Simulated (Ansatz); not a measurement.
Geometry optimisation, RKS B3LYP-D4/6-31G* (Ansatz 0.2.0).

Input file:

```yaml
crystal:
  periodic: [false, false, false]
  atoms:
    - { symbol: Si, position_ang: [0.0, 0.0, 0.0] }
    - { symbol: "N", position_ang: [0.0, 0.0, 1.82] }
    - { symbol: H, position_ang: [-0.877, -0.2713, 2.35] }
    - { symbol: H, position_ang: [0.877, 0.2713, 2.35] }
    - { symbol: O, position_ang: [1.5842, 0.0, -0.5594] }
    - { symbol: H, position_ang: [1.9006, -0.9521, -0.6761] }
    - { symbol: O, position_ang: [-0.7913, 1.3709, -0.5594] }
    - { symbol: H, position_ang: [-1.7491, 1.1401, -0.7818] }
    - { symbol: O, position_ang: [-0.7913, -1.3709, -0.5594] }
    - { symbol: H, position_ang: [-1.2459, -1.8365, 0.2129] }
basis:
  gaussian: { orbitals: "6-31G*" }
hamiltonian:
  xc: b3lyp
  dispersion: d4
relax:
  f_tol: 0.02
  max_steps: 40
```

Run as:

```bash
$ ansatz run input.yaml --threads 1 --pin off --max-ram 2048MiB --backend cpu --events-out ev --progress --plain --runs-dir out
```

Q: Where does it end, and by what steps?

A: It converged. After 12 steps the energy has fallen by 0.713 eV; H3 moved furthest, 0.91 Å.

```tsv
step	energy less start (eV)	largest force component (eV/Å)	accepted
0	0.0000	1.935	yes
1	-0.4224	0.966	yes
2	-0.5662	0.653	yes
3	-0.6131	0.456	yes
4	-0.6249	0.234	yes
5	-0.6500	0.474	yes
6	-0.6948	0.324	yes
7	-0.7088	0.084	yes
8	-0.7112	0.052	yes
9	-0.7120	0.042	yes
10	-0.7095	0.337	no
11	-0.7127	0.023	yes
12	-0.7128	0.002	yes
```

```xyz
10
Properties=species:S:1:pos:R:3
Si -0.065 -0.087 0.179
N -0.093 -0.107 1.890
H -0.636 0.607 2.358
H 0.771 -0.291 2.385
O 1.474 0.070 -0.410
H 1.724 -0.641 -1.017
O -1.058 1.170 -0.235
H -1.400 1.138 -1.139
O -0.606 -1.509 -0.499
H -1.204 -1.998 0.084
```

Whether the end is a true minimum wasn't checked by a vibrational analysis.

Run time: 58 s on 1 thread of Arm Neoverse V1 (shared host), peak memory 0.18 GiB.
